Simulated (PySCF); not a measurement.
Isomers of C7H11OP, mass 142.055 u with the commonest isotopes. Theory: PBE0/pcSseg-1 in PySCF (dipole) on a GFN2-xTB geometry, gas phase. One conformer each, none proved a minimum here; rigid rotors.

Question: Order these by rotational constant C, smallest first.
A. `[CH2:1]=[CH:2][C:3]1=[C:4]([O:5][CH3:6])[PH:7][CH2:8][CH2:9]1` with C1–C2–C3–C4 173°, C3–C4–O5–C6 175°, C3–C4–P7–C8 -14°, C4–P7–C8–C9 25°, P7–C8–C9–C3 -30°, C2–C3–C9–C8 -161°
B. `[CH2:1]=[CH:2][P@:3]1(=[O:4])[CH2:5][CH:6]=[C:7]([CH3:8])[CH2:9]1` with C1–C2–P3–O4 1°, C2–P3–C5–C6 -84°, P3–C5–C6–C7 -17°, C6–C7–C9–P3 17°, C2–P3–C9–C7 83°
C. `[CH3:1][CH2:2][P:3]1(=[O:4])[CH:5]=[CH:6][CH2:7][CH:8]=[CH:9]1` with C1–C2–P3–O4 178°, C2–P3–C5–C6 -97°, C5–C6–C7–C8 -22°, C6–C7–C8–C9 22°, C2–P3–C9–C8 97°
D. `[CH2:1]=[CH:2][C:3]1=[CH:4][P@@:5]([CH3:6])(=[O:7])[CH2:8][CH2:9]1` with C1–C2–C3–C4 173°, C3–C4–P5–C6 96°, C4–P5–C8–C9 20°, P5–C8–C9–C3 -24°, C2–C3–C9–C8 -165°
E. `[CH3:1][C:2](=[O:3])[CH2:4][P:5]1[CH2:6][CH:7]=[CH:8][CH2:9]1` with C1–C2–C4–P5 -81°, C2–C4–P5–C6 -167°, C4–P5–C6–C7 82°, P5–C6–C7–C8 12°, C7–C8–C9–P5 -11°, C4–P5–C9–C8 -82°

Answer: A (752.1 MHz), D (798.9 MHz), E (828.6 MHz), B (917.2 MHz), C (1140 MHz).

Question: Order these by rotational constant A, largest first.
A. `[CH3:1][C:2](=[O:3])[CH2:4][P:5]1[CH2:6][CH:7]=[CH:8][CH2:9]1` with C1–C2–C4–P5 -81°, C2–C4–P5–C6 -167°, C4–P5–C6–C7 82°, P5–C6–C7–C8 12°, C7–C8–C9–P5 -11°, C4–P5–C9–C8 -82°
B. `[CH3:1][O:2][c:3]1[cH:4][p:5]([CH3:6])[cH:7][c:8]1[CH3:9]` with C1–O2–C3–C4 1°
C. `[CH2:1]=[CH:2][P@:3]1(=[O:4])[CH2:5][CH:6]=[C:7]([CH3:8])[CH2:9]1` with C1–C2–P3–O4 1°, C2–P3–C5–C6 -84°, P3–C5–C6–C7 -17°, C6–C7–C9–P3 17°, C2–P3–C9–C7 83°
D. `[CH2:1]=[CH:2][C:3]1=[C:4]([O:5][CH3:6])[PH:7][CH2:8][CH2:9]1` with C1–C2–C3–C4 173°, C3–C4–O5–C6 175°, C3–C4–P7–C8 -14°, C4–P7–C8–C9 25°, P7–C8–C9–C3 -30°, C2–C3–C9–C8 -161°
E. `[CH2:1]=[CH:2][C:3]1=[CH:4][P@@:5]([CH3:6])(=[O:7])[CH2:8][CH2:9]1` with C1–C2–C3–C4 173°, C3–C4–P5–C6 96°, C4–P5–C8–C9 20°, P5–C8–C9–C3 -24°, C2–C3–C9–C8 -165°

Answer: E (3106 MHz), A (2762 MHz), C (2479 MHz), B (2091 MHz), D (1841 MHz).

Question: Order these by dipole moment, smallest first.
A. `[CH2:1]=[CH:2][P@:3]1(=[O:4])[CH2:5][CH:6]=[C:7]([CH3:8])[CH2:9]1` with C1–C2–P3–O4 1°, C2–P3–C5–C6 -84°, P3–C5–C6–C7 -17°, C6–C7–C9–P3 17°, C2–P3–C9–C7 83°
B. `[CH2:1]=[CH:2][C:3]1=[CH:4][P@@:5]([CH3:6])(=[O:7])[CH2:8][CH2:9]1` with C1–C2–C3–C4 173°, C3–C4–P5–C6 96°, C4–P5–C8–C9 20°, P5–C8–C9–C3 -24°, C2–C3–C9–C8 -165°
C. `[CH3:1][O:2][c:3]1[cH:4][p:5]([CH3:6])[cH:7][c:8]1[CH3:9]` with C1–O2–C3–C4 1°
D. `[CH3:1][CH2:2][P:3]1(=[O:4])[CH:5]=[CH:6][CH2:7][CH:8]=[CH:9]1` with C1–C2–P3–O4 178°, C2–P3–C5–C6 -97°, C5–C6–C7–C8 -22°, C6–C7–C8–C9 22°, C2–P3–C9–C8 97°
E. `[CH3:1][C:2](=[O:3])[CH2:4][P:5]1[CH2:6][CH:7]=[CH:8][CH2:9]1` with C1–C2–C4–P5 -81°, C2–C4–P5–C6 -167°, C4–P5–C6–C7 82°, P5–C6–C7–C8 12°, C7–C8–C9–P5 -11°, C4–P5–C9–C8 -82°
F. `[CH2:1]=[CH:2][C:3]1=[C:4]([O:5][CH3:6])[PH:7][CH2:8][CH2:9]1` with C1–C2–C3–C4 173°, C3–C4–O5–C6 175°, C3–C4–P7–C8 -14°, C4–P7–C8–C9 25°, P7–C8–C9–C3 -30°, C2–C3–C9–C8 -161°

Answer: F (1.06 D), C (1.64 D), E (2.52 D), A (4.01 D), B (4.77 D), D (5.23 D).

```tsv
SMILES	point group	Ia (u·Å²)	Ib (u·Å²)	Ic (u·Å²)	κ	μa (D)	μb (D)	μc (D)
C=CC1=C[P@@](C)(=O)CC1	C1	162.71	607.31	632.56	-0.97	3.63	1.44	2.74
C=CC1=C(OC)PCC1	C1	274.48	416.62	671.96	-0.15	0.91	0.52	0.20
CC(=O)CP1CC=CC1	C1	183.00	538.39	609.94	-0.89	1.31	2.03	0.73
CCP1(=O)C=CCC=C1	–	273.85	387.33	443.45	-0.53	3.76	3.64	0.09
C=C[P@]1(=O)CC=C(C)C1	C1	203.87	517.09	551.02	-0.92	2.68	2.56	1.53
COc1cp(C)cc1C	C1	241.69	468.15	642.57	-0.55	0.93	0.78	1.10
```
